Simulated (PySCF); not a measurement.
PySCF 2.14 output of an unrestricted M06-L calculation on a single atom or ion in x2c-QZVPPall, with scalar relativity by spin-free X2C-1e:

```
SCF conv_tol = 1e-09
number electrons alpha = 23  beta = 18
    Y. Zhao and D. G. Truhlar.,  J. Chem. Phys. 125, 194101 (2006)
    Y. Zhao and D. G. Truhlar.,  J. Chem. Phys. 125, 194101 (2006)
    Y. Zhao and D. G. Truhlar.,  Theor. Chem. Acc. 120, 215 (2008)
cycle= 1 E= -4283.97114211958  delta_E= -0.00959  |g|= 0.0256  |ddm|= 0.213
cycle= 2 E= -4283.97133848529  delta_E= -0.000196  |g|= 0.0142  |ddm|= 0.0372
cycle= 3 E= -4283.97138242799  delta_E= -4.39e-05  |g|= 0.00456  |ddm|= 0.0132
cycle= 4 E= -4283.97138521924  delta_E= -2.79e-06  |g|= 0.000587  |ddm|= 0.00353
cycle= 5 E= -4283.97138547036  delta_E= -2.51e-07  |g|= 5.82e-05  |ddm|= 0.00154
cycle= 6 E= -4283.97138547524  delta_E= -4.87e-09  |g|= 1.36e-05  |ddm|= 0.000199
cycle= 7 E= -4283.97138547534  delta_E= -1.06e-10  |g|= 9.8e-06  |ddm|= 2.88e-05
converged SCF energy = -4283.97138547534  <S^2> = 8.7508283  2S+1 = 6.0002761
```

The run itself started from symmetry-adapted Hartree-Fock orbitals and held the occupation by maximum overlap, on a logarithmic radial grid, so the iterations belong to that start.

Question: Which element, charge and spin multiplicity is this?

Answer: Tc²⁺ (technetium, charge +2), multiplicity 6; the state was [Kr] 4d4 5p1, one real determinant (an excited configuration).

⟨L²⟩ = 8.04 against 12 for a pure F term, so this real determinant mixes terms.
